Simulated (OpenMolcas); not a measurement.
## What dynamic correlation does to the levels of S

```json
{
 "Program": "OpenMolcas 26.06",
 "Basis": "ANO-RCC-VQZP [6s5p3d2f1g]",
 "Scalar Hamiltonian": "DKH2, point nucleus",
 "Active space": "4 electrons in 3 orbitals (3p)",
 "State averaging": "2S+1 = 3 even, 3 roots; 2S+1 = 1 even, 6 roots",
 "Spin-orbit coupling": "RASSI with atomic mean-field integrals over the reference wave functions, term energies averaged over their components"
}
```

Methods on the same reference wave functions:
A. CASSCF
B. SS-CASPT2, IPEA 0.25 Eh, imaginary shift 0.1 Eh (closed shells correlated: 2s 2p 3s)

Energies in cm⁻¹ above 3s² 3p⁴ ³P₂, the measured ground level; measured values from NIST Handbook of Basic Atomic Spectroscopic Data.

```tsv
Level	A	B	Measured
3s² 3p⁴ ³P₂	0.0	0.0	0.0
3s² 3p⁴ ³P₁	371	373	396
3s² 3p⁴ ³P₀	545	544	574
3s² 3p⁴ ¹D₂	11729	9230	9239
3s² 3p⁴ ¹S₀	28879	23040	22180
```

Deviations, from unrounded energies. A percentage is the sum of absolute deviations over the sum of measured energies, with the sign that they share, or ± where signs differ.

```json
{"Against measurement": "mean absolute deviation (cm-1)", "Levels": "4", "A": "2300", "B": "230"}
{"Against measurement": "fine structure of the ground term (%)", "Levels": "2", "A": "-5.5", "B": "-5.5"}
{"Against measurement": "other terms of the ground configuration (%)", "Levels": "2", "A": "+29.3", "B": "±2.8"}
```

B lies closest to measurement on these levels. The largest miss of B in the table is 3s² 3p⁴ ¹S₀, by +860 cm-1. The ranking rests on the paired levels alone, and a cruder setting can come out closer through cancelling errors.

From A to B the spin-free energies of the other terms of 3s² 3p⁴ shown, above ³P, scale by factors of 0.78 to 0.80.

The lowest spin-free term lies below A's lowest term by 0.181 hartree in B.

CASPT2 does not keep the components of a term degenerate, so their means are used; among the terms shown or strongly mixed into the levels shown the widest spread is 170 cm-1 (3s² 3p⁴ ¹D, B). With the s shell closed, the reference lacks s² → p² mixing. Without dynamic correlation excited terms often stand tens of per cent too high (terms of higher spin than the ground term too low), and those without a measured partner can miss by more than the paired ones (holds for A). Measured partners are found by configuration, term and J. A level has none where our copy of the source lacks it or the pairing is in doubt (some pairs that miss far off the trend of their configuration count as doubtful), and it then counts in no deviation. Levels of configurations outside the active space are missing.
